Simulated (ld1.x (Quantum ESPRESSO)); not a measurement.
Plane-wave convergence, TM potential for cadmium (Cd)

```json
{
 "Element": "Cd",
 "Generator": "ld1.x (Quantum ESPRESSO) 7.5",
 "Type": "norm-conserving Troullier–Martins (Kleinman–Bylander form)",
 "Functional": "PBE",
 "Relativity": "fully relativistic",
 "Frozen core": "[Ar] 3d10 4s2",
 "Valence charge": "18",
 "Reference configuration": "4p6 4d10 5s0 5p0 (charge +2)",
 "Partial waves": "5s (bound, empty): rc 1.70 bohr; 4p (bound): rc 1.05 bohr; 4d (bound): rc 1.20 bohr",
 "Local potential": "the d channel",
 "Core correction": "none"
}
```

Open shells are filled in proportion to 2j + 1 (rel_dist='average').

The pseudo-atom Hamiltonian at the reference potential is diagonalised in spherical Bessel functions j_l(qr) that vanish at 20 bohr, with q² up to the cutoff. All-electron valence levels (Ry): 5s -1.5664, 4p1/2 -6.6056, 5p1/2 -1.0971, 4p3/2 -6.1782, 5p3/2 -1.0616, 4d3/2 -2.2689, 4d5/2 -2.2162.

How do the lowest levels (Ry) of each channel move with the cutoff, and are there ghosts?

| cutoff (Ry) | s #1 | s #2 | p1/2 #1 | p1/2 #2 | p3/2 #1 | p3/2 #2 | d3/2 #1 | d3/2 #2 | d5/2 #1 | f #1 | f #2 | Σ f·Δε (mRy) |
| --- | --- | --- | --- | --- | --- | --- | --- | --- | --- | --- | --- | --- |
| 8 | -1.7841 | -0.6439 | -3.9978 | -0.8184 | -3.9120 | -0.8126 | -0.9173 | -0.3636 | -0.9173 | -0.2782 | -0.1605 | 27477.7 |
| 18 | -7.3884 | -1.5406 | -6.0770 | -1.0297 | -5.7658 | -1.0089 | -1.4569 | -0.4492 | -1.4569 | -0.2792 | -0.1616 | 10508.5 |
| 30 | -9.5881 | -1.5632 | -6.5023 | -1.0883 | -6.0751 | -1.0552 | -1.8873 | -0.4923 | -1.8873 | -0.2794 | -0.1619 | 4117.1 |
| 50 | -10.0649 | -1.5654 | -6.5265 | -1.0917 | -6.1022 | -1.0576 | -2.1948 | -0.5175 | -2.1948 | -0.2796 | -0.1620 | 885.0 |
| 70 | -10.0893 | -1.5658 | -6.5780 | -1.0956 | -6.1553 | -1.0615 | -2.2330 | -0.5206 | -2.2330 | -0.2796 | -0.1620 | 187.3 |
| 110 | -10.0933 | -1.5662 | -6.6026 | -1.0978 | -6.1752 | -1.0633 | -2.2369 | -0.5210 | -2.2369 | -0.2796 | -0.1620 | 19.5 |
| 160 | -10.0955 | -1.5663 | -6.6046 | -1.0980 | -6.1776 | -1.0635 | -2.2370 | -0.5210 | -2.2370 | -0.2796 | -0.1620 | 5.1 |
| 260 | -10.0956 | -1.5664 | -6.6055 | -1.0981 | -6.1783 | -1.0636 | -2.2370 | -0.5210 | -2.2370 | -0.2796 | -0.1620 | 0.3 |
| 400 | -10.0956 | -1.5664 | -6.6056 | -1.0981 | -6.1783 | -1.0636 | -2.2370 | -0.5210 | -2.2370 | -0.2796 | -0.1620 | 0.0 |

Result: ghost state, extra bound levels that the all-electron valence spectrum of the same l lacks: s at -137.4 eV (a true bound ghost makes a file unfit for plane-wave use); 10 mRy is reached at 160 Ry and 1 mRy at 200 Ry.

Note: ghost state, extra bound levels that the all-electron valence spectrum of the same l lacks: s at -137.4 eV. A true bound ghost makes a file unfit for plane-wave use. The potential misses its own reference levels by up to 0.4 eV.
